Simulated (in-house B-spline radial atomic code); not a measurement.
How numerical settings move a run on Nb2+, [Kr] 4d3. Computed with an all-electron radial atomic-structure program (B-spline basis): non-relativistic HSE06, spin-polarised, spherical fractional occupations, point nucleus.

Command:
```bash
python run_scf.py task.json out
```
Settings of the sound reference run:
```
Z                41
electrons        39
configuration    [Kr] 4d3
hamiltonian      nr
method           hse06
spin_polarised   True
knot_spacing     0.22
spline_order     8
gauss_points     12
box_radius       22.22
max_iterations   70
damping          0.5
damped_steps     3
diis_vectors     10
tolerance        1e-08
start            Thomas-Fermi
```

Cost of the run: 0.39 s on 1 thread of Intel(R) Xeon(R) 6975P-C (shared host).

It converges in 10 iterations to -3754.366231 hartree, with 4d up at -20.5142 eV. The other runs change the listed settings, some to values that make no sense; their results aren't properties of the atom or ion. Radii are in bohr (the nuclear one in fm), a minus after a letter asks for a j subshell, and «unchanged» means within 1e-8 hartree. The run stops when the residual is below 10 × tolerance × max(1, Z/10), or a noise floor if that is larger, and the energy moves by less than 1e-8 × √|E| hartree; so very loose and very tight tolerances often act alike.

```tsv
changed settings	outcome
electrons = 40, configuration = [Kr] 4d3 2f1, max_iterations = 50	stopped with error: there is no 2f shell
spline_order = 6	converged in 10 iterations, energy +7.24e-06 hartree from the reference, 4d up level +8.9e-05 eV
spline_order = 7	converged in 10 iterations, energy +2.11e-07 hartree from the reference, 4d up level -1.6e-05 eV
spline_order = 3	converged in 10 iterations, energy +1.01e-01 hartree from the reference, 4d up level -7.3e-03 eV
first_knot = 0.00732	converged in 10 iterations, energy -1.85e-06 hartree from the reference, 4d up level -3.5e-05 eV
diis_vectors = 4	converged in 11 iterations, energy unchanged, 4d up level -3.3e-06 eV
spline_order = 10, max_iterations = 8, diis_vectors = 4, start = bare nucleus	not converged after 8 iterations, last residual 8.8e-04, last energy +6.39e-06 hartree from the reference
diis_vectors = 20	converged in 10 iterations, energy unchanged
first_knot = 2.44e-06	converged in 8 iterations, energy +4.38e-06 hartree from the reference, 4d up level -1.1e-03 eV
diis_vectors = 2	converged in 15 iterations, energy unchanged, 4d up level +2.7e-06 eV
electrons = 40, configuration = [Kr] 4d3 5s-1, max_iterations = 60	stopped with error: j subshells need the Dirac Hamiltonian and l > 0
first_knot = 0.0732	converged in 10 iterations, energy +3.70e-03 hartree from the reference, 4d up level +7.2e-05 eV
first_knot = 0.0244	converged in 10 iterations, energy +7.17e-06 hartree from the reference, 4d up level +7.5e-05 eV
first_knot = 0.00244	converged in 10 iterations, energy -2.23e-06 hartree from the reference, 4d up level -3.7e-05 eV
first_knot = 2.44e-05	converged in 8 iterations, energy -2.14e-06 hartree from the reference, 4d up level -1.2e-03 eV
max_iterations = 2, damping = 0, damped_steps = 8, tolerance = 1e-05	not converged after 2 iterations, last residual 2.5e-01, last energy +2.21e+00 hartree from the reference
spline_order = 5	converged in 10 iterations, energy +5.27e-05 hartree from the reference, 4d up level -6.9e-05 eV
```

(1) What happens with first_knot = 0.000244?

(2) What happens with gauss_points = 4, max_iterations = 50, damping = 0.95?

(3) What happens with spline_order = 10?

(4) What happens with knot_spacing = 0.55, spline_order = 3, max_iterations = 75?

## Answers

(1) Converged in 10 iterations, energy +3.43e-06 hartree from the reference, 4d up level +7.3e-05 eV.

(2) Converged in 11 iterations, energy -1.14e-06 hartree from the reference, 4d up level +1.8e-05 eV.

(3) Converged in 10 iterations, energy -8.19e-07 hartree from the reference, 4d up level -3.1e-05 eV.

(4) Converged in 10 iterations, energy +5.65e+00 hartree from the reference, 4d up level -5.0e-01 eV.
